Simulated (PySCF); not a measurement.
The vertical singlet excitations below were computed for one of the candidates. Theory: PySCF 2.14.0, density-fitted response routines, TDDFT CAM-B3LYP/def2-SVPD, vertical, gas phase, core orbitals frozen in the response. Geometries: GFN2-xTB, one conformer each.

```
state  E (eV)  λ (nm)       f
   S1    4.43   279.6  0.0001
   S2    6.51   190.6   0.026
   S3    6.57   188.7   0.072
   S4    6.62   187.2  0.0080
   S5    6.91   179.4   0.013
   S6    7.00   177.2   0.010
   S7    7.05   175.8   0.022
   S8    7.11   174.4   0.047
```

Orbital energies (eV): HOMO-3 -10.08, HOMO-2 -9.83, HOMO-1 -9.24, HOMO -8.80, LUMO 0.30, LUMO+1 0.48, LUMO+2 1.11.

Question: Which candidate is it?
A. `C1(C(=CC(=O)C1)Cl)=O`
B. `O=C[C@@H]1[SiH2]C[Si@@H]1CCl`
C. `O=C(CCF)O[SiH3]`

Answer: B. Its S1 lies at 4.43 eV; the nearest of the others has S1 at 3.36 eV. S1 is HOMO→LUMO (86%). S1 has the pattern of n→π* at C=O. At the same level the other candidates give, for their lowest levels:
- `O=C(CCF)O[SiH3]`: 5.95 eV (f 0.001); 7.75 eV (f 0.025); 8.09 eV (f 0.005); 8.28 eV (f 0.002); 8.30 eV (f 0.093); T1 5.44 eV; HOMO -10.05, LUMO 0.70 eV
- `O=C1C=C(Cl)C(=O)C1`: 3.36 eV (f 0.000); 3.98 eV (f 0.000); 5.26 eV (f 0.296); 5.65 eV (f 0.000); 6.15 eV (f 0.000); T1 2.92 eV; HOMO -9.36, LUMO -2.03 eV

Shape of the structure used: `[O:1]=[CH:2][C@@H:3]1[SiH2:4][CH2:5][Si@@H:6]1[CH2:7][Cl:8]`: O1–C2–C3–Si4 36°, C5–Si6–C7–Cl8 -172°.
Triplets come from the Tamm–Dancoff approximation.
